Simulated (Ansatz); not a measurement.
C2H4BO, SMILES `C=C[B-]O` (lower singlet; C–C–B–O torsion 75°, C–B–O–H torsion -1°) (charge -1, multiplicity 1). This singlet lies 0.52 eV below the relaxed triplet at the level frozen-core CCSD(T)/aug-cc-pVTZ // B3LYP-D3(BJ)/def2-TZVPD (Ansatz, a quantum-chemistry and plane-wave program).

Z-matrix (Å, degrees):
```
C
C 1 1.3559
H 2 1.0866 1 121.25
H 2 1.0866 3 115.56 1 -174.47
H 1 1.0938 2 116.61 3 -175.93
B 1 1.5456 5 115.64 2 -175.63
O 6 1.3838 1 118.44 5 -110.09
H 7 0.9856 6 112.39 1 -1.15
```
Charge -1, spin multiplicity 1.

The restricted HF start is unstable towards unrestricted orbitals.

**Question.** Give the natural occupations of the active orbitals, the CASSCF energy and the corrected energy for frozen-core fic-MRCISD+Q@CASSCF(6e,6o)/aug-cc-pVTZ // B3LYP-D3(BJ)/def2-TZVPD (Ansatz).

**Answer.** 
- natural occupations = 1.98, 1.93, 1.77, 0.23, 0.07, 0.02
- CASSCF energy = -177.6803 Ha
- corrected energy = -178.3229 Ha
- weight of the reference = 0.871
